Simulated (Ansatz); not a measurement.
Au₉⁺. The state is a triplet with charge 1. Geometry PBE0-D4/def2-SVP, that of the charge +1 singlet; atoms count from 1.

Cartesian coordinates in Å:
```
Au -1.0139 0.2388 1.7459
Au -0.3399 -2.0560 -2.3807
Au -1.3840 0.1222 -1.1236
Au 1.4726 -0.2790 -1.3741
Au -0.1105 -1.9212 2.9816
Au 3.0859 1.6576 -0.5649
Au 0.5259 1.9638 0.0362
Au -2.1691 2.2776 0.3439
Au -0.0670 -2.0038 0.3358
```

In the def2 sets Au takes a core potential; there is no spin–orbit coupling. At PBE0-D4/def2-TZVP a singlet of charge 1 lies 2.51 eV below the triplet at the same geometry. The structure comes from a short search, and lower isomers may exist.

(1) Estimate the Mulliken populations from the PBE0/def2-TZVP orbitals of Ansatz.

(2) Where does the spin sit?

(3) And the Mayer bond orders between heavy atoms (over 0.3)?

## Answers

(1) 
```json
{"atom": "Au1", "charge (e)": "-0.34", "spin (α − β)": "0.13", "d electrons": "9.84"}
{"atom": "Au2", "charge (e)": "0.78", "spin (α − β)": "0.20", "d electrons": "9.75"}
{"atom": "Au3", "charge (e)": "-0.42", "spin (α − β)": "0.84", "d electrons": "9.65"}
{"atom": "Au4", "charge (e)": "-0.34", "spin (α − β)": "0.13", "d electrons": "9.84"}
{"atom": "Au5", "charge (e)": "0.60", "spin (α − β)": "0.12", "d electrons": "9.81"}
{"atom": "Au6", "charge (e)": "0.60", "spin (α − β)": "0.12", "d electrons": "9.81"}
{"atom": "Au7", "charge (e)": "-0.34", "spin (α − β)": "0.13", "d electrons": "9.84"}
{"atom": "Au8", "charge (e)": "0.78", "spin (α − β)": "0.20", "d electrons": "9.75"}
{"atom": "Au9", "charge (e)": "-0.34", "spin (α − β)": "0.13", "d electrons": "9.84"}
```
Mulliken values depend strongly on the basis.

(2) Summed by element: Au 2.00, of 2 unpaired in all. Largest on single atoms: Au3 0.84, Au2 0.20, Au8 0.20.

(3) Au1–Au5 0.48 (2.65 Å); Au1–Au7 0.42 (2.88 Å); Au1–Au8 0.33 (2.73 Å); Au1–Au9 0.53 (2.81 Å); Au2–Au4 0.33 (2.73 Å); Au2–Au9 0.33 (2.73 Å); Au4–Au6 0.48 (2.65 Å); Au4–Au7 0.53 (2.81 Å); Au4–Au9 0.42 (2.88 Å); Au5–Au9 0.48 (2.65 Å); Au6–Au7 0.48 (2.65 Å); Au7–Au8 0.33 (2.73 Å).
